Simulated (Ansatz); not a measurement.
A short molecular-dynamics run on CH₅F₃GaN, SMILES `C[NH2+][Ga-]([F])([F])[F]`.

```yaml
crystal:
  periodic: [false, false, false]
  atoms:
    - {symbol: C, position_ang: [-0.023278, -1.114445, 0.848253]}
    - {symbol: N, position_ang: [0.655543, -0.297038, -0.176696]}
    - {symbol: Ga, position_ang: [-0.448863, 1.329537, -0.717785]}
    - {symbol: F, position_ang: [-1.905362, 0.535930, -1.304381]}
    - {symbol: F, position_ang: [0.588792, 2.079055, -1.920771]}
    - {symbol: F, position_ang: [-0.585136, 2.143163, 0.836168]}
    - {symbol: H, position_ang: [0.574648, -1.981677, 1.131173]}
    - {symbol: H, position_ang: [-0.982463, -1.441472, 0.449942]}
    - {symbol: H, position_ang: [-0.205774, -0.491178, 1.722264]}
    - {symbol: H, position_ang: [1.556074, 0.028572, 0.162397]}
    - {symbol: H, position_ang: [0.841019, -0.847548, -1.010064]}
basis:
  gaussian: {orbitals: def2-SVP}
hamiltonian: {xc: {name: revPBE}}
md: {timestep: 2 fs, n_steps: 50, ensemble: nvt_nose_hoover, temperature: 1500, initial_velocities: maxwell_boltzmann, seed: 532}
```

```sh
$ ansatz run in.yaml --threads 4 --pin off --events-out ev --progress --plain --max-ram 11315MiB
```

```tsv
step	time (fs)	potential energy (eV)	kinetic (eV)	T (K)	conserved (eV)
0	0.0	-63118.9538	1.7450	1500	-63117.2088
1	2.0	-63118.0301	1.1970	1029	-63116.8332
2	4.0	-63117.7862	0.9279	798	-63116.8586
3	6.0	-63117.8839	0.9928	853	-63116.8919
4	8.0	-63117.8612	0.9159	787	-63116.9472
5	10.0	-63117.8193	0.8541	734	-63116.9682
6	12.0	-63118.2194	1.1989	1031	-63117.0254
7	14.0	-63117.7275	0.8434	725	-63116.8910
8	16.0	-63117.7404	0.8885	764	-63116.8609
9	18.0	-63118.5603	1.4616	1256	-63117.1110
10	20.0	-63117.4572	0.9091	781	-63116.5640
11	22.0	-63118.4767	1.5196	1306	-63116.9771
12	24.0	-63117.7583	0.9711	835	-63116.8116
13	26.0	-63117.6733	0.8980	772	-63116.8033
14	28.0	-63118.0963	1.1580	995	-63116.9707
15	30.0	-63117.7643	0.8878	763	-63116.9136
16	32.0	-63117.8085	0.9400	808	-63116.9101
17	34.0	-63117.7488	0.8932	768	-63116.9021
18	36.0	-63117.5368	0.7199	619	-63116.8681
19	38.0	-63117.4212	0.6545	563	-63116.8222
20	40.0	-63118.1514	1.0633	914	-63117.1495
21	42.0	-63117.3997	0.6801	585	-63116.7873
22	44.0	-63118.0404	1.1730	1008	-63116.9423
23	46.0	-63117.8296	1.0019	861	-63116.9114
24	48.0	-63117.4325	0.8351	718	-63116.6889
25	50.0	-63118.3943	1.6292	1400	-63116.8675
26	52.0	-63117.8548	1.2453	1070	-63116.7249
27	54.0	-63118.0687	1.4018	1205	-63116.7947
28	56.0	-63118.1036	1.3699	1178	-63116.8747
29	58.0	-63117.4051	0.7621	655	-63116.7945
30	60.0	-63117.5570	0.9594	825	-63116.7580
31	62.0	-63117.8385	1.1306	972	-63116.8794
32	64.0	-63117.4799	0.9987	858	-63116.6645
33	66.0	-63117.8921	1.2933	1112	-63116.7952
34	68.0	-63117.6321	1.0428	896	-63116.7994
35	70.0	-63117.2851	0.7871	677	-63116.7192
36	72.0	-63118.1427	1.5024	1291	-63116.8758
37	74.0	-63117.6680	1.1029	948	-63116.8172
38	76.0	-63117.8746	1.2849	1104	-63116.8574
39	78.0	-63117.8513	1.4738	1267	-63116.6634
40	80.0	-63117.0779	0.8135	699	-63116.5657
41	82.0	-63117.6907	1.3346	1147	-63116.6722
42	84.0	-63117.8187	1.4588	1254	-63116.6956
43	86.0	-63117.3536	1.0686	919	-63116.6386
44	88.0	-63117.9358	1.3571	1167	-63116.9497
45	90.0	-63117.1987	0.8236	708	-63116.7619
46	92.0	-63117.3064	0.8753	752	-63116.8306
47	94.0	-63117.8397	1.4144	1216	-63116.8421
48	96.0	-63117.5338	1.2850	1105	-63116.6861
49	98.0	-63117.4775	1.3083	1125	-63116.6263
50	100.0	-63117.4616	1.4605	1255	-63116.4794
```

Velocities are drawn at the set temperature; a run this short doesn't reach equilibrium. This trajectory blows up: temperature and conserved energy run away, a sign of too long a time step or a failed SCF, so its later frames mean nothing.

Frames (Å, forces in eV/Å):

```xyz
11
time=0.0 fs
C    -0.023   -1.114    0.848    0.138   -0.002   -0.084
N     0.656   -0.297   -0.177   -0.252   -0.052    0.193
Ga   -0.449    1.330   -0.718   -0.054    0.157   -0.083
F    -1.905    0.536   -1.304   -0.609   -0.324   -0.244
F     0.589    2.079   -1.921    0.423    0.320   -0.501
F    -0.585    2.143    0.836   -0.062    0.342    0.644
H     0.575   -1.982    1.131    0.302   -0.502    0.191
H    -0.982   -1.441    0.450   -0.521   -0.160   -0.196
H    -0.206   -0.491    1.722   -0.120    0.331    0.460
H     1.556    0.029    0.162    0.593    0.209    0.163
H     0.841   -0.848   -1.010    0.163   -0.318   -0.542
11
time=6.0 fs
C    -0.020   -1.130    0.856   -0.175   -0.561    0.320
N     0.654   -0.250   -0.135    4.890    0.133    1.873
Ga   -0.470    1.328   -0.742    2.510    1.724    1.629
F    -1.861    0.574   -1.264   -3.280   -1.844   -1.332
F     0.597    2.060   -1.907    0.674    0.488   -0.904
F    -0.581    2.100    0.832   -0.178    0.588    0.785
H     0.546   -2.179    1.027   -1.325    1.947   -0.429
H    -1.079   -1.192    0.390    1.049   -0.533    1.273
H     0.020   -0.494    1.837   -0.523   -1.197   -1.316
H     1.740   -0.096    0.308   -3.451    0.224   -1.573
H     0.913   -0.638   -1.043   -0.192   -0.970   -0.327
11
time=12.0 fs
C    -0.027   -1.135    0.848    2.929   -0.656    1.823
N     0.711   -0.218   -0.082   -2.252   -2.250   -2.967
Ga   -0.479    1.333   -0.759    2.920    1.708    1.977
F    -1.872    0.580   -1.246   -3.511   -1.970   -1.410
F     0.617    2.049   -1.909    0.611    0.468   -0.870
F    -0.580    2.068    0.841   -0.186    0.607    0.625
H     0.322   -2.265    0.800   -0.321    1.921    0.181
H    -1.055   -1.104    0.632   -2.037    0.086   -0.464
H     0.148   -0.664    1.913   -0.413   -1.059   -1.581
H     1.592   -0.008    0.276    2.388    0.843    0.900
H     0.888   -0.653   -1.061   -0.129    0.302    1.786
11
time=18.0 fs
C    -0.019   -1.136    0.848   -1.593   -0.556   -0.321
N     0.752   -0.213   -0.055   -1.013   -0.235    0.241
Ga   -0.475    1.347   -0.766    0.794    0.202    1.002
F    -1.944    0.552   -1.253   -0.882   -0.504   -0.498
F     0.648    2.047   -1.926    0.232    0.288   -0.484
F    -0.582    2.046    0.862   -0.133    0.467    0.263
H     0.194   -2.225    0.647    0.110    0.652    0.070
H    -1.186   -1.027    0.824    1.742    0.179   -0.682
H     0.179   -0.920    1.877    0.632    0.253    1.244
H     1.651    0.185    0.305   -0.675   -0.596   -0.110
H     0.901   -0.756   -0.894    0.785   -0.149   -0.724
11
time=24.0 fs
C    -0.025   -1.123    0.862    1.678   -3.223    1.670
N     0.759   -0.231   -0.039    2.487    2.288    1.283
Ga   -0.466    1.362   -0.768   -0.647   -0.859    0.069
F    -2.033    0.514   -1.270    1.238    0.651    0.256
F     0.682    2.049   -1.952   -0.286    0.022    0.059
F    -0.586    2.033    0.888   -0.069    0.263   -0.193
H     0.121   -2.280    0.396   -0.619    2.739    1.349
H    -1.092   -0.840    0.824    0.006   -0.115    0.154
H     0.377   -1.194    2.045   -0.966    0.434   -3.020
H     1.710    0.341    0.387   -3.268   -2.124   -1.066
H     1.118   -0.809   -0.791    0.445   -0.076   -0.562
11
time=30.0 fs
C    -0.004   -1.148    0.892   -2.423    4.278   -4.439
N     0.776   -0.238   -0.029   -1.192   -2.114   -2.515
Ga   -0.460    1.374   -0.770   -1.066   -1.236   -0.460
F    -2.102    0.488   -1.282    2.202    1.169    0.584
F     0.712    2.052   -1.978   -0.735   -0.196    0.520
F    -0.592    2.024    0.910    0.011    0.074   -0.565
H    -0.040   -2.021    0.393   -0.472   -3.910   -1.889
H    -1.024   -0.706    0.860    0.117   -0.439    0.847
H     0.428   -1.300    1.764    2.235   -0.363    5.096
H     1.431    0.242    0.476    2.454    2.217    2.194
H     1.401   -0.769   -0.713   -1.131    0.519    0.628
11
time=36.0 fs
C     0.010   -1.147    0.868   -1.986   -2.436    0.710
N     0.792   -0.248   -0.026    0.460    1.892    2.333
Ga   -0.460    1.379   -0.774   -1.196   -1.351   -0.670
F    -2.132    0.482   -1.284    2.484    1.360    0.614
F     0.729    2.052   -1.994   -0.960   -0.298    0.772
F    -0.598    2.017    0.922    0.086   -0.010   -0.745
H    -0.337   -2.214    0.228    1.106    2.881    1.944
H    -1.034   -0.607    1.173    2.304   -1.112   -0.615
H     0.624   -1.380    1.905   -1.414    0.142   -2.403
H     1.337    0.354    0.714   -0.799   -0.873   -1.868
H     1.510   -0.698   -0.607   -0.083   -0.194   -0.072
11
time=42.0 fs
C    -0.003   -1.184    0.849    4.702    5.882    1.983
N     0.805   -0.238    0.000   -1.231    3.045    3.071
Ga   -0.465    1.377   -0.782   -1.017   -1.423   -0.676
F    -2.117    0.500   -1.275    2.257    1.235    0.510
F     0.729    2.047   -1.997   -0.954   -0.248    0.760
F    -0.602    2.010    0.921    0.153   -0.009   -0.694
H    -0.395   -1.926    0.415   -3.284   -6.491   -4.490
H    -0.733   -0.663    1.360   -2.307    1.849    0.915
H     0.597   -1.497    1.651    1.518   -1.188    1.503
H     1.220    0.512    0.761   -0.732   -2.202   -2.278
H     1.559   -0.663   -0.504    0.895   -0.449   -0.604
11
time=48.0 fs
C     0.022   -1.188    0.846   -1.607   -1.578    2.026
N     0.790   -0.201    0.050   -2.020   -4.705   -4.525
Ga   -0.476    1.369   -0.792   -0.604   -0.922   -0.259
F    -2.061    0.541   -1.257    1.323    0.733    0.164
F     0.712    2.037   -1.985   -0.685   -0.144    0.516
F    -0.603    2.003    0.907    0.137    0.075   -0.587
H    -0.661   -2.089    0.182    1.904    3.034    1.652
H    -0.693   -0.477    1.595    1.488   -2.131   -1.986
H     0.761   -1.819    1.556   -1.430    1.129   -1.265
H     1.164    0.445    0.590    2.504    4.185    4.287
H     1.621   -0.633   -0.436   -1.010    0.322   -0.023
11
time=54.0 fs
C     0.035   -1.214    0.882    4.288   -2.335   -5.117
N     0.760   -0.180    0.075    2.277    1.918    1.340
Ga   -0.489    1.356   -0.804    1.393   -0.026    0.999
F    -1.982    0.595   -1.236   -1.068   -0.550   -0.576
F     0.682    2.024   -1.965   -0.180    0.114   -0.026
F    -0.602    1.997    0.883    0.025    0.304   -0.242
H    -0.637   -1.612    0.161   -1.208   -1.081   -0.773
H    -0.480   -0.691    1.503   -3.715    3.300    5.242
H     0.701   -2.008    1.240    0.054   -0.004    0.556
H     1.258    0.558    0.765   -1.160   -1.924   -1.544
H     1.561   -0.585   -0.467   -0.707    0.283    0.140
11
time=60.0 fs
C     0.072   -1.232    0.863   -4.393    0.894    0.002
N     0.750   -0.141    0.108    0.675    1.983    3.805
Ga   -0.495    1.343   -0.811    3.537    1.291    2.485
F    -1.923    0.639   -1.226   -3.983   -2.062   -1.501
F     0.649    2.013   -1.945    0.501    0.395   -0.688
F    -0.601    1.997    0.854   -0.082    0.618    0.167
H    -0.825   -1.442    0.062    1.629   -0.499    2.154
H    -0.553   -0.745    1.899    2.023   -1.368   -2.941
H     0.674   -2.153    1.113   -0.231    0.687   -0.126
H     1.292    0.470    0.884   -1.041   -1.317   -2.369
H     1.405   -0.509   -0.541    1.366   -0.622   -0.989
11
time=66.0 fs
C     0.046   -1.225    0.835   -0.755   -1.946   -1.583
N     0.756   -0.098    0.170   -4.054   -5.047   -6.023
Ga   -0.484    1.335   -0.806    2.392    0.857    2.547
F    -1.931    0.649   -1.241   -3.421   -1.813   -1.366
F     0.624    2.010   -1.938    1.016    0.610   -1.188
F    -0.601    2.008    0.827   -0.198    0.890    0.612
H    -0.956   -1.498    0.295    1.539    0.574    0.627
H    -0.195   -1.053    1.859   -0.456    1.062    1.295
H     0.640   -2.191    0.938   -0.086    0.736   -0.608
H     1.298    0.357    0.736    4.395    3.904    4.818
H     1.354   -0.457   -0.623   -0.372    0.172    0.870
11
time=72.0 fs
C     0.027   -1.248    0.802    0.146    0.157    3.064
N     0.746   -0.088    0.199    2.357    0.433   -1.298
Ga   -0.463    1.331   -0.789   -0.451   -0.469    1.242
F    -1.998    0.627   -1.281   -0.337   -0.409   -0.365
F     0.617    2.017   -1.951    0.887    0.499   -1.068
F    -0.605    2.036    0.812   -0.313    1.070    0.898
H    -1.020   -1.501    0.424    0.933    0.932    0.104
H     0.007   -1.068    2.004   -0.317   -0.420   -2.573
H     0.651   -2.133    0.645    0.133   -0.586    0.092
H     1.505    0.453    0.828   -2.376   -1.526   -1.242
H     1.345   -0.440   -0.618   -0.660    0.318    1.147
11
time=78.0 fs
C     0.044   -1.279    0.805   -1.442    0.597    0.753
N     0.743   -0.086    0.189   -0.144    1.632    3.164
Ga   -0.442    1.326   -0.765   -1.749   -0.669   -0.273
F    -2.076    0.596   -1.329    1.671    0.448    0.451
F     0.624    2.033   -1.983    0.179    0.020   -0.262
F    -0.614    2.084    0.812   -0.273    0.863    0.708
H    -1.168   -1.267    0.484    3.113   -0.171    0.841
H     0.178   -1.116    1.984   -0.554   -0.955   -2.256
H     0.621   -2.155    0.353   -1.028    0.227    1.019
H     1.418    0.410    0.936   -1.887   -1.066   -2.042
H     1.318   -0.433   -0.509    2.115   -0.925   -2.103
11
time=84.0 fs
C     0.060   -1.291    0.793    3.333    0.404    2.063
N     0.739   -0.092    0.176   -1.774   -4.963   -6.139
Ga   -0.429    1.317   -0.742   -2.105   -0.158   -1.336
F    -2.125    0.571   -1.370    2.492    0.799    0.892
F     0.636    2.049   -2.020   -0.483   -0.466    0.636
F    -0.629    2.147    0.824   -0.055    0.298    0.060
H    -0.917   -1.128    0.616   -4.398    0.149   -0.537
H     0.231   -1.323    1.936   -0.068    0.017   -1.464
H     0.376   -2.219    0.329    0.297   -0.571   -0.245
H     1.172    0.341    0.851    3.552    3.834    5.152
H     1.480   -0.442   -0.509   -0.792    0.657    0.919
11
time=90.0 fs
C     0.088   -1.289    0.768   -3.736   -2.149    2.970
N     0.743   -0.136    0.140    3.476    1.320    1.550
Ga   -0.427    1.307   -0.725   -2.124    0.314   -1.789
F    -2.130    0.561   -1.396    2.616    0.911    1.080
F     0.639    2.058   -2.047   -0.817   -0.727    1.211
F    -0.644    2.218    0.838    0.223   -0.335   -0.639
H    -1.167   -1.040    0.753    3.292   -0.697    0.266
H     0.379   -1.626    1.990   -0.483    1.526   -3.266
H     0.135   -2.327    0.277    0.402    1.469   -0.227
H     1.113    0.554    0.971   -1.040   -1.793   -2.119
H     1.665   -0.349   -0.411   -1.809    0.162    0.964
11
time=96.0 fs
C     0.048   -1.325    0.773    5.354   -0.082   -3.979
N     0.786   -0.175    0.126   -4.949    3.042    3.842
Ga   -0.435    1.298   -0.716   -1.625    0.545   -1.966
F    -2.088    0.567   -1.402    2.257    0.784    1.068
F     0.628    2.054   -2.053   -0.880   -0.725    1.344
F    -0.656    2.284    0.840    0.395   -0.895   -1.012
H    -0.872   -1.085    0.946   -6.503    2.021    1.060
H     0.495   -1.567    1.656    1.725   -1.130    3.026
H     0.036   -2.153    0.082    0.135   -0.796   -0.525
H     0.902    0.616    0.884    0.226   -1.715   -1.012
H     1.641   -0.313   -0.257    3.865   -1.047   -1.846
11
time=100.0 fs
C     0.043   -1.350    0.748    0.461    0.937    1.820
N     0.786   -0.189    0.129    1.221    2.824    1.301
Ga   -0.445    1.293   -0.716   -0.909    0.790   -1.558
F    -2.036    0.580   -1.396    1.568    0.504    0.847
F     0.611    2.044   -2.044   -0.750   -0.602    1.173
F    -0.661    2.321    0.832    0.412   -1.097   -1.108
H    -1.089   -0.959    1.156    3.026   -1.175   -1.170
H     0.793   -1.623    1.672   -2.197   -0.317   -1.792
H     0.007   -2.082   -0.106   -0.408   -0.164    1.020
H     0.859    0.622    0.925    0.503   -2.189   -1.603
H     1.825   -0.393   -0.267   -2.928    0.490    1.070
```

Run time 62 s (4 threads of an Arm Neoverse V2 on a shared host); peak host memory 0.48 GiB.
